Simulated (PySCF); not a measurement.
# Spin-rotation constants: SMILES [H]/N=C\C(=C)[Se]C=C, C5H7NSe

Geometry:
```json
{"atom": "C1", "x (Å)": "3.085", "y (Å)": "-0.197", "z (Å)": "0.395"}
{"atom": "C2", "x (Å)": "1.784", "y (Å)": "-0.080", "z (Å)": "0.189"}
{"atom": "Se3", "x (Å)": "0.710", "y (Å)": "1.270", "z (Å)": "0.998"}
{"atom": "C4", "x (Å)": "-1.015", "y (Å)": "0.547", "z (Å)": "0.540"}
{"atom": "C5", "x (Å)": "-2.052", "y (Å)": "1.359", "z (Å)": "0.332"}
{"atom": "C6", "x (Å)": "-1.133", "y (Å)": "-0.918", "z (Å)": "0.534"}
{"atom": "N7", "x (Å)": "-1.919", "y (Å)": "-1.618", "z (Å)": "-0.150"}
{"atom": "H8", "x (Å)": "3.664", "y (Å)": "-0.955", "z (Å)": "-0.105"}
{"atom": "H9", "x (Å)": "3.617", "y (Å)": "0.459", "z (Å)": "1.064"}
{"atom": "H10", "x (Å)": "1.239", "y (Å)": "-0.726", "z (Å)": "-0.486"}
{"atom": "H11", "x (Å)": "-1.951", "y (Å)": "2.431", "z (Å)": "0.367"}
{"atom": "H12", "x (Å)": "-3.043", "y (Å)": "0.972", "z (Å)": "0.156"}
{"atom": "H13", "x (Å)": "-0.458", "y (Å)": "-1.450", "z (Å)": "1.203"}
{"atom": "H14", "x (Å)": "-2.528", "y (Å)": "-1.095", "z (Å)": "-0.779"}
```

Theory: PySCF 2.14.0, GIAO B97-2/pcSseg-1 magnetisability, rotational g tensor and spin-rotation constants, non-relativistic, gas phase. Geometry: GFN2-xTB.

The calculation is non-relativistic, which matters for the atoms heavier than Zn.

**Question.** Give the nuclear spin-rotation constants along the inertial axes (H = +C I·J) beside the isotropic shieldings.

**Answer.** Rotational constants 2.8712, 1.2947, 0.9245 GHz. A star marks the isotopologue with that one atom substituted, in its own axes.
| atom | isotope | Caa (kHz) | Cbb (kHz) | Ccc (kHz) | mean (kHz) | σ (ppm) |
| --- | --- | --- | --- | --- | --- | --- |
| N7 | 14N | 0.574 | 0.202 | 0.175 | 0.317 | -86.4 |
| H8 | 1H | -0.262 | 0.092 | -0.093 | -0.088 | 25.9 |
| H9 | 1H | 0.006 | -0.051 | -0.083 | -0.042 | 26.2 |
| H10 | 1H | 0.022 | -0.043 | -0.081 | -0.034 | 25.2 |
| H11 | 1H | -0.236 | 0.078 | -0.099 | -0.086 | 26.2 |
| H12 | 1H | 0.257 | -0.120 | -0.109 | 0.009 | 25.7 |
| H13 | 1H | -0.105 | -0.065 | 0.006 | -0.055 | 23.7 |
| H14 | 1H | 0.003 | -0.091 | 0.034 | -0.018 | 20.2 |
| C1 | 13C* | 0.836 | 0.542 | 0.163 | 0.514 | 66.0 |
| C2 | 13C* | 0.982 | 0.566 | 0.198 | 0.582 | 44.0 |
| Se3 | 77Se* | 5.100 | 2.980 | 1.783 | 3.288 | 1290.7 |
| C4 | 13C* | 1.338 | 0.509 | 0.170 | 0.673 | 33.4 |
| C5 | 13C* | 1.134 | 0.449 | 0.137 | 0.573 | 65.9 |
| C6 | 13C* | 0.942 | 0.536 | 0.339 | 0.606 | 17.8 |

For the geometry as given, no vibrational averaging.

**Question.** How do the rotational constants and the g tensor change when H8, H9, H10, H11, H12, H13, H14 are replaced by deuterium?

**Answer.** Constants 2.5362, 1.1553, 0.8281 GHz; g -0.0423, -0.0174, -0.0072, against -0.0475, -0.0196, -0.0082 before.
